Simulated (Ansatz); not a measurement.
Reactions of C$_{5}$H$_{10}$O$_{2}$ (`CC1OCCCO1`).

Isolated molecules relaxed with PBE0-D4/def2-TZVP in Ansatz; ΔE leaves out vibrations. CCSD(T)/CBS adds triple-zeta CCSD(T) − MP2 to the extrapolated MP2 energy (def2 sets, frozen cores). This one scheme is used for every species, atoms too. Open shells (•) are unrestricted, without spin–orbit coupling. Spin–orbit coupling would lower the free atoms: a little for C, O. Bonds to Br are less sure, by a few kJ/mol each and by 10 to 20 or more in all where they break to atoms, as the def2 sets lack core-valence functions. Scalar relativity is left out up to krypton. Each species was taken in one conformer, which may not be the lowest.

```csv
reaction,MP2/CBS(def2) (kJ/mol),HF/CBS(def2) (kJ/mol),CCSD(T)/CBS(def2) (kJ/mol)
`CC1OCCCO1` + `[SH][AlH][Br]` → `[CH3][Al]([SH])[Br]` + `C1COCOC1`,-46,-40,-43
`CC1OCCCO1` → `CCCC(=O)OC`,-79,-100,-77
`CC1OCCCO1` → 5 C• + 10 H• + 2 O•,7053,5039,6932
`CC1OCCCO1` → `CC(=O)OC(C)C`,-106,-120,-103
`CC1OCCCO1` → `CC(C)(C)OC=O`,-87,-82,-81
`CC1OCCCO1` → `COC1CCCO1`,1,-1,3
`CC1OCCCO1` → `C1COCOC1` + `[CH2]` (triplet),455,291,443
`CC1OCCCO1` + `CNP` → `CN(C)P` + `C1COCOC1`,25,27,26
`CC1OCCCO1` → `CC1CCOCO1`,-14,-13,-13
`CC1OCCCO1` → `CCOC(=O)CC`,-91,-110,-89
```

Largest T1 diagnostic: 0.013, for `CC(C)(C)OC=O`.
